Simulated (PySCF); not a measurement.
GeH₆O₂Si, SMILES [O]([SiH3])[GeH2][OH].

Coordinates come from a PBE0-D3(BJ)/def2-SVP optimisation. The structure was generated by enumeration, and PubChem lists no compound with its InChIKey, so it may never have been made. One conformer was computed; it need not be the lowest.

Two levels are set side by side: TDA-PBE/def2-SVPD (PySCF) and TDA-LC-ωPBE/def2-SVPD (PySCF). Vertical, same geometry. The lowest singlet is HOMO→LUMO 91 % with PBE and HOMO→LUMO+1 53 %, HOMO→LUMO 33 % with the other functional; states are paired by order. Differences are taken from unrounded values.

```csv
quantity,TDA-PBE
lowest singlet excitation (eV),6.26
lowest triplet excitation (TDA) (eV),5.99
```

Question: These are the TDA-PBE values. What does TDA-LC-ωPBE give? (Estimate from the structure and the level; the computed values follow.)

Answer: 
```tsv
quantity	TDA-LC-ωPBE	TDA-PBE minus TDA-LC-ωPBE
lowest singlet excitation (eV)	7.70	-1.45
lowest triplet excitation (TDA) (eV)	7.18	-1.20
```

A lower first singlet is the usual sign of a functional without exact exchange. Differences between two approximate levels are no errors against the true value.

Rough cost on one machine, each run with all the roots and properties that it gave: TDA-LC-ωPBE against TDA-PBE about 3 times.
